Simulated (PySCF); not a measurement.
Computed shifts of a molecule C3H10Si3, PySCF with PBE0/pcSseg-1, GIAO, gas phase, atoms alike by connectivity averaged where their shifts nearly agree, in ppm (number of nuclei): ¹³C: 158.0 (1), 136.7 (1), 26.2 (1). ²⁹Si: -51.0 (1), -60.1 (1), -62.0 (1). ¹H: 6.27 (1), 5.95 (1), 5.28 (1), 4.93 (1), 4.79 (1), 4.47 (1), 4.28 (3), 2.65 (1). References: ¹³C against TMS (σ = 186.3 ppm); ²⁹Si against TMS (σ = 352.7 ppm); ¹H against TMS (σ = 31.56 ppm), references at their B3LYP-D3(BJ)/def2-TZVP geometries, non-relativistic. Geometry: B3LYP-D3(BJ)/def2-SVP. The values are those of a single conformer.

Task: Which structure fits?
A. C=C1[SiH2][SiH2][C@H]1[SiH3]
B. C[Si@@H]([SiH3])C#C[SiH3]
C. C[SiH2]C#C[SiH2][SiH3]
D. C#C[Si@@H]([SiH3])[SiH2]C

Result: A, C=C1[SiH2][SiH2][C@H]1[SiH3]
